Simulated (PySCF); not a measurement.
(Cl)3Hf-O-SiH3 (singlet state).
Bonds: Hf1–Cl2, Hf1–Cl3, Hf1–Cl4, Hf1–O5, O5–Si6. Hydrogens: H7, H8, H9 on Si6.

Computed, not measured: PBE0-D3(BJ)/def2-SVP geometry optimisation, gas phase, def2 core potentials past Kr in PySCF.

Q: Give the optimised bond lengths and angles.

A: 
```csv
bond,length (Å)
"Hf1–Cl2, Hf1–Cl3, Hf1–Cl4",2.339
Hf1–O5,1.906
O5–Si6,1.679
"Si6–H7, Si6–H8, Si6–H9",1.490
```

Bonds in one row agree within 0.01 Å and their mean is given. A selection of angles:
```csv
angle,degrees
Cl2–Hf1–Cl3,108.8
Cl2–Hf1–O5,108.7
Cl3–Hf1–Cl4,111.7
Cl4–Hf1–O5,108.1
Hf1–O5–Si6,175.7
O5–Si6–H7,108.7
H7–Si6–H8,110.3
```

Hf1 (hafnium bonded to 3 Cl and O) is tetrahedral (angles from 108.1° to 111.7°). Si6 (silicon bonded to O and 3 H) is tetrahedral (angles from 108.6° to 110.3°).

Point group: near C3, missed by 0.21 Å at most; the miss may be what the optimiser left on a soft mode. PBE0-D3(BJ)/def2-SVP frequencies: not computed here.
